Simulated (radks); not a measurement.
The numbers below are computed, except where a source is named.
The manganese ion Mn+, [Ar] 3d5 4s1. Level of theory: non-relativistic Kohn-Sham, LDA (Slater exchange, Perdew-Wang correlation), spin-polarised, spherical densities, point nucleus (a radial shooting solver on a logarithmic mesh with Libxc functionals). Every spin shell is full or empty, so the densities are truly spherical. Functionals are evaluated on that one density, not self-consistently. Rank these exchange functionals by their error against the exact value of the orbitals, and give that value: LDA, RPBE, PW86, OPTX, WC, AM05, G96, revTPSS, MS2, TASK.

Answer. Exact: -50.7275 hartree. From best to worst, with 100 (|E| - |E exact|)/|E exact| (equal figures are ties): MS2 -0.03, RPBE +0.10, G96 +0.42, PW86 +0.46, revTPSS -0.49, OPTX +0.63, WC -1.03, TASK -2.64, AM05 -5.75, LDA -6.41.
